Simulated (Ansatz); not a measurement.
The same path of CH4NOSb (8 atoms, charge 0, multiplicity 1) was run twice with different band settings. Lost on the way: Sb3–H7. Made: N2–H7.

All numbers below come from RKS B3LYP-D4/def2-SVPD in Ansatz.

Relaxed end points:

```xyz
8
Properties=species:S:1:pos:R:3
C -0.774 1.224 0.383
N 0.489 1.182 0.446
Sb 1.510 -0.627 0.174
O -0.049 -1.754 -0.477
H -1.288 2.187 0.545
H -1.423 0.355 0.162
H 1.913 -0.180 -1.442
H -0.287 -2.445 0.154
```

```xyz
8
Properties=species:S:1:pos:R:3
C -0.556 1.052 0.112
N 0.653 0.713 -0.222
Sb 1.609 -1.209 -0.214
O -0.130 -2.026 0.485
H -0.874 2.095 0.078
H -1.241 0.270 0.443
H 1.258 1.483 -0.504
H -0.626 -2.435 -0.234
```

Common settings: movable images 9; climbing image yes; spring 5.0 eV/Å²; optimiser quadratic models (default); start path through a guess of the saddle point; end points relaxed.

| run | force threshold | iteration limit |
| --- | --- | --- |
| 1 | 0.03 eV/Å | 53 |
| 2 | 0.2 eV/Å | 60 |

(1) What does each run give, and how far can it be trusted?

Answers

(1) Run 1: converged after 23 iterations, highest image 1.775 eV above the first end. The profile has 2 maxima (images 2, 6) with wells between them (image 3): this band takes more than one step, which may be the mechanism or a detour left from its start path. A vibrational analysis at the climbing image gives one clearly imaginary mode, 1458i cm⁻¹: a first-order saddle point.
Run 2: converged after 13 iterations, highest image 1.787 eV above the first end. The threshold of 0.2 eV/Å is loose, so the images may lie well off the minimum-energy path. The profile has 2 maxima (images 2, 6) with wells between them (image 3): this band takes more than one step, which may be the mechanism or a detour left from its start path. The order of the point at the top wasn't checked.
The orbitals stay closed-shell, which can raise the energy where a bond breaks towards radicals; this wasn't checked here.
